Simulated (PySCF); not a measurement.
## As: ionisation energy

As [Ar] 3d10 4s2 4p3 (4S) → As⁺ [Ar] 3d10 4s2 4p2 (3P), as a difference of total energies. All numbers are calculated (PySCF 2.14, the spin-free X2C one-electron Hamiltonian (Gaussian nucleus), in cc-pVDZ-DK (5s4p2d, 27 functions)). Correlated levels: valence: [Ar] 3d10 frozen. The calculations carry no spin-orbit coupling.

| method | ionisation energy (eV) |
| --- | --- |
| UHF | 9.425 |
| M06-2X | 9.795 |
| M06-L | 9.692 |
| MP2 (valence) | 9.753 |
| SCS-MP2 (valence) | 9.636 |
| CCSD (valence) | 9.704 |
| CCSD(T) (valence) | 9.707 |

**Question.** How much does correlation contribute at CCSD(T) (valence)?

**Answer.** 9.707 − (9.425) = 0.282 eV, measured against UHF.

Errors of the correlated levels include the incompleteness of this basis and the frozen core.

For comparison: 10.008 eV (measured; NIST levels, between the centres of gravity of the two terms).
